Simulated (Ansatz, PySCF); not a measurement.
1,1-dichloroprop-1-ene (C3H4Cl2), SMILES ClC(Cl)=CC. Atoms are numbered in the order given.

```xyz
9

C     -2.3518    -0.7185     0.0532
C     -0.9042    -0.9748     0.3261
C      0.1111    -0.1417     0.0711
Cl    -0.0861     1.4341    -0.6453
Cl     1.7639    -0.5516     0.4346
H     -2.7608    -1.4878    -0.6239
H     -2.5136     0.2673    -0.4017
H     -2.9380    -0.7736     0.9865
H     -0.6304    -1.9326     0.7786
```
Charge 0, spin multiplicity 1.

Geometry: B3LYP-D3(BJ)/def2-SVP.

Two levels are set side by side: PBE-D3(BJ)/def2-SVP (Ansatz, an electronic-structure program) and B3LYP-D3(BJ)/def2-SVP (Ansatz). Each level has its own optimised geometry; the coordinates shown are those of the second. Frequencies come from the Hessian of PySCF at each geometry. Differences are taken from unrounded values.

```tsv
quantity	B3LYP-D3(BJ)	PBE-D3(BJ)	PBE-D3(BJ) minus B3LYP-D3(BJ)
mean bond length (Å)	1.339	1.344	0.005
bond C1–C2 (Å)	1.495	1.494	-0.001
bond C2–C3 (Å)	1.338	1.349	0.011
bond C3–Cl4 (Å)	1.742	1.742	-0.001
bond C3–Cl5 (Å)	1.741	1.740	-0.002
bond C1–H6 (Å)	1.103	1.111	0.008
bond C1–H7 (Å)	1.098	1.106	0.008
bond C1–H8 (Å)	1.103	1.111	0.008
bond C2–H9 (Å)	1.094	1.102	0.008
highest harmonic wavenumber (cm⁻¹)	3176	3112	-64
mean harmonic wavenumber (cm⁻¹)	1284	1250	-34
zero-point energy (kcal/mol)	38.55	37.53	-1.02
```

GGA bonds tend to be longer and softer than those of functionals with exact exchange. Differences between two approximate levels are no errors against the true value.
